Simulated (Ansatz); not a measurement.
`B[O][AlH][OH]` and `B[O][AlH][BH2]` differ in one atom or group.

Ansatz, PBE0-D4/def2-TZVP geometries, multiplicity 1. Each molecule was computed in one conformer, which needn't be the lowest.

```csv
property,`B[O][AlH][OH]`
HOMO energy (PBE0/def2-TZVPP) / eV,-7.99
size of the dipole moment (B3LYP/def2-TZVPP) / D,0.78
HOMO–LUMO gap (B3LYP/def2-TZVPP) / eV,7.09
LUMO energy (B3LYP/def2-TZVPP) / eV,-0.71
HOMO–LUMO gap (ωB97M-V/def2-TZVPP) / eV,11.52
HOMO energy (B3LYP/def2-TZVPP) / eV,-7.80
```

(1) What does the change do to each property? (Best estimate.)

Answers

(1) Computed: 
```csv
property,`B[O][AlH][BH2]`,shift
HOMO energy (PBE0/def2-TZVPP) / eV,-7.73,0.26
size of the dipole moment (B3LYP/def2-TZVPP) / D,1.44,0.66
HOMO–LUMO gap (B3LYP/def2-TZVPP) / eV,4.74,-2.35
LUMO energy (B3LYP/def2-TZVPP) / eV,-2.80,-2.09
HOMO–LUMO gap (ωB97M-V/def2-TZVPP) / eV,9.21,-2.31
HOMO energy (B3LYP/def2-TZVPP) / eV,-7.54,0.26
```

With PBE0 the HOMO rises by 0.26 eV and the LUMO falls by 2.16 eV, so the gap narrows by about 2.42 eV. PBE moves the HOMO by 0.05 eV and ωB97M-V by 0.48 eV. The zero-point energy changes by 14.3 kJ/mol with +3 modes. Dipoles are sizes alone; their direction can turn.

B3LYP here is the variant with VWN-RPA as its local correlation; programs differ in this.
